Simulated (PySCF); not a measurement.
NMR problem set

All values are calculated (PySCF 2.14.0 with density-fitted response routines): NMR shieldings at PBE0/pcSseg-1/GIAO, geometry from GFN2-xTB. No relativistic terms, equivalent nuclei averaged, a single conformation, in vacuum.

Referencing at the same level of theory: $^{1}$H (31.72 ppm), $^{13}$C (186.93 ppm) against TMS. Splittings of carbon signals by F and P are missing where no couplings were computed. Where no couplings were computed, multiplicities follow the n + 1 count of equivalent neighbours, and m marks all less simple cases (inequivalent or close neighbours, rings, F or P nearby). Acid and N–H amide carbonyl carbons lie up to 10 ppm further downfield in solution (hydrogen bonding). Shifts are as computed. Against solution values, carbons near 30 ppm lie about +3 ppm off and those near 130 ppm about +5 ppm. Of 1211 compounds with measured shifts, 218 miss one by over three times the rms of a fit or turn the order of signals round; such compounds aren't used in these exercises. OH and NH positions are gas-phase values without hydrogen bonding to other molecules.

Q: C4H14Si3. $^{1}$H NMR (500 MHz, computed): δ 6.47 (m, 1H), 5.61 (m, 1H), 4.33 (m, 2H), 4.14 (m, 2H), 3.41 (t, 3H), 1.94 (m, 2H), 0.09 (t, 3H). $^{13}$C{$^{1}$H} NMR (computed): δ 157.0 (CH), 124.2 (CH), 28.0 (CH2), -9.0 (CH3). Identify the compound.

A: `C[SiH2]C/C=C/[SiH2][SiH3]`. Rings plus π bonds: 1 (no ring in the answer). 4 carbon signals for 4 carbons: no two carbons are equivalent. Carbon types of the structure: 2 × CH, 1 × CH2, 1 × CH3, leaving 7 H on heteroatoms. δC 157.0, 124.2: alkene CH; as expected for a trigonal carbon in a double bond. δC -9.0: methyl carbon bonded to Si; an electropositive neighbour leaves it electron-rich and shielded. δH 6.47, 5.61: hydrogen on an alkene CH; olefinic region. δH 1.94: hydrogen on an allylic sp3 CH2 bonded to Si; allylic position.

The shifts were computed for this structure.

Q: C4H4N2OSi. $^{1}$H NMR (500 MHz, computed): δ 4.90 (s, 2H), 3.14 (s, 2H). $^{13}$C{$^{1}$H} NMR (computed): δ 250.6 (C), 171.2 (C), 119.0 (C), 59.3 (CH2). Identify the compound.

A: `N#CC1=N[SiH2]C(=O)C1`. The formula gives 5 degrees of unsaturation (1 ring in the answer). 4 carbon signals for 4 carbons: no two carbons are equivalent. Carbon types of the structure: 3 × C, 1 × CH2, leaving 2 H on heteroatoms. δC 250.6: carbonyl carbon. δC 171.2: C=N carbon. δC 119.0: nitrile carbon; C≡N carbons fall here, among the sp2 signals but without a proton. δC 59.3: sp3 CH2 α to a carbonyl; the adjacent C=O deshields it moderately.

This is the structure that produced the data.

Q: C3H3F3O2. $^{1}$H NMR (400 MHz, computed): δ 6.39 (br s, 1H), 3.14 (m, 2H). $^{13}$C{$^{1}$H} NMR (computed): δ 168.0 (C), 133.3 (C), 45.2 (CH2). Give a structure.

A: `O=C(O)CC(F)(F)F`. The formula gives 1 degree of unsaturation (no ring in the answer). 3 carbon signals for 3 carbons: no two carbons are equivalent. Carbon types of the structure: 2 × C, 1 × CH2, leaving 1 H on heteroatoms. δC 168.0: carboxylic acid carbon; lone-pair donation from the attached heteroatom keeps it upfield of a ketone carbonyl. δC 133.3: CF3 carbon; 3 electronegative neighbours deshield it. δC 45.2: sp3 CH2 α to a carbonyl; the adjacent C=O deshields it moderately. δH 6.39: hydrogen on an acid hydroxyl oxygen; labile proton, position sensitive to the medium.

The data come from this structure; uniqueness wasn't tested.
